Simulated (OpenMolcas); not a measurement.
## Sb II: from CASSCF to CASPT2

```json
{
  "Program": "OpenMolcas",
  "Basis": "ANO-R1 [6s5p3d1f]",
  "Scalar Hamiltonian": "X2C, finite nucleus",
  "Active space": "2 electrons in 3 orbitals (5p)",
  "State averaging": "2S+1 = 3 even, 3 roots; 2S+1 = 1 even, 6 roots",
  "Spin-orbit coupling": "state interaction with AMFI integrals over the reference wave functions, term energies averaged over their components"
}
```

Methods on the same reference wave functions:
A. CASSCF
B. SS-CASPT2, IPEA 0.25 Eh, imaginary shift 0.1 Eh (closed shells correlated: 4d 5s)

Energies in cm⁻¹ above 5s² 5p² ³P₀, the measured ground level; measured values from NIST Handbook of Basic Atomic Spectroscopic Data.

```
      Level      A      B  Measured
5s² 5p² ³P₀    0.0    0.0       0.0
5s² 5p² ³P₁   2524   2610      3055
5s² 5p² ³P₂   5262   5290      5658
5s² 5p² ¹D₂  14244  13630     12790
5s² 5p² ¹S₀  28310  25770     23906
```

Deviations, from unrounded energies. A percentage is the sum of absolute deviations over the sum of measured energies, with the sign that they share, or ± where signs differ.

```json
{"Against measurement": "mean absolute deviation (cm-1)", "Levels": "4", "A": "1700", "B": "880"}
{"Against measurement": "fine structure of the ground term (%)", "Levels": "2", "A": "-10.6", "B": "-9.4"}
{"Against measurement": "other terms of the ground configuration (%)", "Levels": "2", "A": "+16.0", "B": "+7.4"}
```

B lies closest to measurement on these levels. The largest miss of B in the table is 5s² 5p² ¹S₀, by +1900 cm-1. The ranking rests on the paired levels alone, and a cruder setting can come out closer through cancelling errors.

From A to B the spin-free energies of the other terms of 5s² 5p² shown, above ³P, scale by factors of 0.88 to 0.92.

The lowest spin-free term lies below A's lowest term by 0.375 hartree in B.

CASPT2 does not keep the components of a term degenerate, so their means are used; among the terms shown or strongly mixed into the levels shown the widest spread is 93 cm-1 (5s² 5p² ¹D, B). With the s shell closed, the reference lacks s² → p² mixing. Measured partners are found by configuration, term and J. A level has none where our copy of the source lacks it or the pairing is in doubt (some pairs that miss far off the trend of their configuration count as doubtful), and it then counts in no deviation. Levels of configurations outside the active space are missing.
